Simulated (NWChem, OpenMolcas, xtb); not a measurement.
# TlBr (SMILES [Br][Tl]): methods side by side

TlBr has 2 atoms, charge 0, and is taken as a singlet. As SMILES, `[Br][Tl]`. The bond length is the measured one.

```xyz
2

Br    0.0000    0.0000    0.0000
Tl    0.0000    0.0000    2.6182
```

Each level gives the HOMO–LUMO gap (eV). The values are calculated.

```csv
level,kind,program,value (eV)
GFN1-xTB,semi-empirical,xtb,4.20
HF/def2-TZVPPD (core potential),Hartree–Fock,OpenMolcas,9.74
SVWN5/def2-TZVPPD (core potential),LDA,OpenMolcas,3.80
BLYP/def2-TZVPPD (core potential),GGA,NWChem,3.69
M06-L/def2-TZVPPD (core potential),meta-GGA,NWChem,4.25
PBE0/def2-TZVPPD (core potential),global hybrid,NWChem,5.44
wB97X/def2-TZVPPD (core potential),range-separated hybrid,NWChem,9.15
B2PLYP/def2-TZVPPD (core potential),double hybrid,OpenMolcas,7.01
```

The values span 3.69 to 9.74 eV. Orbital gaps aren't excitation energies, and those of double hybrids come from the SCF part alone; they tend to grow with the share of exact exchange.
